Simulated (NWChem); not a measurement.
System: C5H7O, doublet; SMILES O=C1[CH]CCC1

NWChem input:

```
start job
memory heap 200 mb stack 900 mb global 1100 mb
geometry units angstroms noautosym nocenter noautoz
  O     -0.031613     2.160403     0.067898
  C     -0.034208     0.927000     0.010990
  C     -1.197709     0.056052     0.046823
  C     -0.812269    -1.371409    -0.102530
  C      0.711491    -1.388016     0.203127
  C      1.203637     0.023259    -0.159228
  H     -2.225904     0.443496     0.103750
  H     -1.405890    -2.060884     0.536350
  H     -1.011379    -1.709057    -1.151539
  H      0.858156    -1.568544     1.288088
  H      1.241566    -2.197129    -0.335482
  H      1.526385     0.089221    -1.222397
  H      2.048824     0.395033     0.452206
end
basis spherical
  O library def2-svp
  C library def2-svp
  H library def2-svp
end
dft
  odft
  mult 2
  xc b3lyp
  iterations 150
  mulliken
end
task dft energy
esp
  recalculate
  probe 0.07
  range 0.3
  factor 1.0
  spacing 0.02
end
task esp
```

Geometry: optimised at PBE-D3(BJ)/def2-SVP, spin-unrestricted. No stability test was run on the SCF state.

Atomic charges in e: unrestrained fits to the electrostatic potential beside Mulliken populations; buried atoms are poorly determined by the fit.

Atoms are numbered as in the input.

Task: What results follow from this input? (B3LYP/def2-SVP, spin-unrestricted.) Quantities: ESP O1; Mulliken O1; ESP C2; Mulliken C2; ESP C3; Mulliken C3; ESP C4; Mulliken C4; ESP C5; Mulliken C5; relative RMS misfit of the potential (%).

Result: 
| Quantity | Result |
|---|---|
| ESP O1 | -0.49 |
| Mulliken O1 | -0.20 |
| ESP C2 | 0.47 |
| Mulliken C2 | 0.04 |
| ESP C3 | -0.20 |
| Mulliken C3 | -0.07 |
| ESP C4 | 0.12 |
| Mulliken C4 | 0.04 |
| ESP C5 | -0.01 |
| Mulliken C5 | -0.02 |
| relative RMS misfit of the potential (%) | 21 |
